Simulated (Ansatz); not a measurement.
Level of theory: frozen-core CCSD(T)/cc-pVTZ // PBE-D3(BJ)/def2-TZVP (Ansatz, a program for electronic structure). The restricted HF reference is unstable towards unrestricted orbitals.

Ansatz 0.2 input:
```yaml
crystal:
  periodic: [false, false, false]
  atoms:
    - { symbol: S, position_ang: [2.612315, -0.049995, 0.275473] }
    - { symbol: C, position_ang: [0.894167, 0.210531, 0.040832] }
    - { symbol: C, position_ang: [-0.036857, -0.762573, 0.01576] }
    - { symbol: C, position_ang: [-1.477399, -0.349756, 0.117288] }
    - { symbol: S, position_ang: [-1.599526, 1.334967, -0.59588] }
    - { symbol: S, position_ang: [0.31436, 1.883471, 0.075137] }
    - { symbol: H, position_ang: [3.032281, 0.894927, -0.603692] }
    - { symbol: H, position_ang: [0.24115, -1.817352, -0.000326] }
    - { symbol: H, position_ang: [-1.835535, -0.363508, 1.16277] }
    - { symbol: H, position_ang: [-2.144951, -0.980714, -0.487365] }
basis:
  gaussian: { orbitals: cc-pVTZ }
correlation:
  method: ccsd_t
```

Output:

```
Functional definition: HF
1436 factors; integrals over basis functions are off by at most 1.1e-3 eV
mean field evaluation 1: about -35604.6319 eV, gradient 3.0e1 eV
mean field evaluation 2: about -35605.1455 eV, gradient 3.0e1 eV
mean field evaluation 4: about -35608.2231 eV, gradient 5.1e0 eV
mean field evaluation 8: about -35608.3457 eV, gradient 4.9e-1 eV
mean field evaluation 16: about -35608.3478 eV, gradient 1.4e-6 eV
mean field evaluation 32: about -35602.5354 eV, gradient 1.4e1 eV
mean field -35608.34780822 eV, -1308.5826457472 hartree, gradient 1.4e-6 eV, S^2 0.000000; 0 other end points of the search recorded, 0 dependent functions left out; unrestricted orbitals would lower it
18 core orbitals not correlated
reference -35608.34780822 eV, -1308.5826457472 hartree; 17, 17 occupied and 213, 213 virtual orbitals, 1436 factors
second order -27.38079153 eV of doubles, -0.00000000 eV of singles
cycle   1  -27.80468963 eV  change   -4.2e-1 eV  update   1.3e-1
cycle   2  -28.58785579 eV  change   -7.8e-1 eV  update   4.0e-2
cycle   3  -28.75454033 eV  change   -1.7e-1 eV  update   2.0e-2
cycle   4  -28.74359564 eV  change    1.1e-2 eV  update   5.1e-3
cycle   5  -28.74339828 eV  change    2.0e-4 eV  update   2.9e-3
cycle   6  -28.74402456 eV  change   -6.3e-4 eV  update   1.0e-3
cycle   7  -28.74361242 eV  change    4.1e-4 eV  update   6.3e-4
cycle   8  -28.74355240 eV  change    6.0e-5 eV  update   2.6e-4
cycle   9  -28.74362262 eV  change   -7.0e-5 eV  update   1.2e-4
cycle  10  -28.74355613 eV  change    6.6e-5 eV  update   5.1e-5
cycle  11  -28.74356936 eV  change   -1.3e-5 eV  update   2.7e-5
cycle  12  -28.74359139 eV  change   -2.2e-5 eV  update   1.2e-5
perturbative correction -1.55427415 eV, -0.0571185215 hartree
Total energy: -35638.64567376 eV, -1309.6960717691 hartree
```

Cost: roughly 7 core-minutes.
